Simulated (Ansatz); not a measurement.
```yaml
crystal:
  periodic: [false, false, false]
  atoms:
    - {symbol: P, position_ang: [0.794436, -3.579736, 0.720795]}
    - {symbol: P, position_ang: [-2.873679, 2.907267, -1.364475]}
    - {symbol: P, position_ang: [0.807735, -0.772222, -2.219662]}
    - {symbol: P, position_ang: [-2.181407, -0.638214, 0.290019]}
    - {symbol: P, position_ang: [0.736557, -0.702236, 3.242259]}
    - {symbol: P, position_ang: [0.679045, 2.231278, 0.323972]}
    - {symbol: P, position_ang: [3.631278, -0.785093, 0.741659]}
    - {symbol: In, position_ang: [-3.777725, 0.390084, -1.580660]}
    - {symbol: In, position_ang: [-0.883503, -2.436281, -0.972240]}
    - {symbol: In, position_ang: [2.404523, -2.420042, 2.362143]}
    - {symbol: In, position_ang: [-0.401108, 3.778770, -1.600721]}
    - {symbol: In, position_ang: [2.408488, 0.834311, -0.988548]}
    - {symbol: In, position_ang: [-0.971088, 0.887404, 1.871767]}
    - {symbol: H, position_ang: [1.582189, -4.647990, 0.012255]}
    - {symbol: H, position_ang: [0.057934, -4.498688, 1.482296]}
    - {symbol: H, position_ang: [-3.450148, 3.473865, -0.198772]}
    - {symbol: H, position_ang: [-3.635317, 3.605906, -2.292032]}
    - {symbol: H, position_ang: [1.539049, -1.484893, -3.233003]}
    - {symbol: H, position_ang: [-0.057825, -0.004504, -3.021755]}
    - {symbol: H, position_ang: [-3.039057, -1.467216, 1.160543]}
    - {symbol: H, position_ang: [-0.145728, -1.418967, 4.197389]}
    - {symbol: H, position_ang: [1.389486, 0.075580, 4.305968]}
    - {symbol: H, position_ang: [1.465343, 3.010423, 1.147244]}
    - {symbol: H, position_ang: [4.594198, -1.515546, 0.029931]}
    - {symbol: H, position_ang: [4.530748, 0.002750, 1.500213]}
    - {symbol: H, position_ang: [-2.987285, -0.162853, -3.048760]}
    - {symbol: H, position_ang: [-5.454605, 0.321096, -0.993907]}
    - {symbol: H, position_ang: [-1.586963, -3.584167, -2.039543]}
    - {symbol: H, position_ang: [3.377455, -3.384346, 3.420233]}
    - {symbol: H, position_ang: [0.218764, 3.005404, -3.011312]}
    - {symbol: H, position_ang: [-0.274753, 5.392152, -0.953468]}
    - {symbol: H, position_ang: [3.668573, 1.594742, -2.022056]}
    - {symbol: H, position_ang: [-1.804907, 1.840506, 3.050891]}
basis:
  gaussian: {orbitals: def2-TZVP, fitting: {mean_field: def2-universal-jkfit}, nuclear_model: gaussian}
total_charge: 1
hamiltonian: {xc: {name: PBE0}}
```

```sh
$ ansatz run in.yaml --threads 2 --pin off --events-out ev --progress --plain --max-ram 32768MiB --backend cuda --devices 0, --max-vram 18GiB
```

Output, abridged:

```
Functional definition: PBE0
2564 factors; integrals over basis functions are off by at most 6.8e-1 eV
mean field evaluation 1: about -96361.0507 eV, gradient 4.7e1 eV
mean field evaluation 2: about -96359.6034 eV, gradient 5.6e1 eV
mean field evaluation 4: about -96367.2098 eV, gradient 4.0e0 eV
mean field evaluation 8: about -96367.2519 eV, gradient 1.1e-1 eV
mean field evaluation 16: about -96367.2519 eV, gradient 6.0e-5 eV
mean field -96367.25192266 eV, -3541.4311880884 hartree, gradient 6.0e-5 eV, S^2 0.000000; 0 other end points of the search recorded, 0 dependent functions left out
reference -96367.25201394 eV, -3541.4311914429 hartree; 125, 125 occupied and 554, 554 virtual orbitals, 2564 factors
Total energy: -96367.25201394 eV, -3541.4311914429 hartree
```

Hardware: 2 threads of AMD EPYC 7R13 on a shared host and a share (18 GiB) of an NVIDIA H100 80GB HBM3. Wall time 19 s, peak host memory 1.1 GiB.

In the def2 sets In takes a core potential; there is no spin–orbit coupling.
